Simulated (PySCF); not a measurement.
## Bond length, frequency and bond energy of HgPb⁺ by level of theory

State: ²Π (doublet), unpaired electrons π ↑. Set-up: PySCF, scalar-relativistic core potentials, basis sets Hg def2-SVP with ECP60, Pb def2-SVP with ECP60. De refers to Hg + Pb⁺ in their high-spin ground configurations, without counterpoise correction. The functionals are run spin-unrestricted. A positive dipole points towards Pb; it is taken about the centre of mass and depends on that origin.

| Level | Re (Å) | ωe (cm⁻¹) | De (eV) | μ (D) | CPU s a point (SCF and correlation, without the integrals) |
| --- | --- | --- | --- | --- | --- |
| UHF | 3.208 | 64.9 | n/a | 2.31 | 0.2 |
| UHF-MP2 | 3.037 | 80.8 | n/a | n/a | 0.44 |
| UHF-SCS-MP2 | 3.081 | 75.4 | n/a | n/a | n/a |
| PBE | 3.028 | 81.8 | n/a | 2.24 | 0.76 |
| revPBE | 3.079 | 75.5 | n/a | 2.38 | 0.53 |
| BP86 | 3.027 | 82.0 | n/a | 2.26 | 0.53 |
| r²SCAN | 2.989 | 86.5 | n/a | 2.05 | 1.1 |
| PBE0 | 3.021 | 83.1 | n/a | 2.08 | 1.1 |
| BHandHLYP | 3.076 | 77.1 | n/a | 2.22 | 0.67 |
| ωB97X | 3.056 | 80.3 | n/a | 2.26 | 0.97 |

(1) What does a quarter of exact exchange do here, going from PBE to PBE0?

(2) What does the step from GGA to meta-GGA do here, going from PBE to r²SCAN?

Correlated steps freeze 4 core orbitals. These are scalar-relativistic numbers at best; spin–orbit coupling would shift them, the dissociation energy most. The state was picked by a PBE0 search and need not be the measured ground state.

The whole job (state search and all levels along the bond) took about 2.4 min on 1 thread of Arm Neoverse V2 (shared host), peak memory 0.88 GiB.

Answers

(1) PBE0 less PBE: -0.7 pm in Re, +1.6 % in ωe. Exact exchange removes part of the self-interaction that spreads semilocal densities, and in most molecules shortens and stiffens the bond and lowers De; so it does here.

(2) r²SCAN less PBE: -3.9 pm in Re, +5.7 % in ωe.
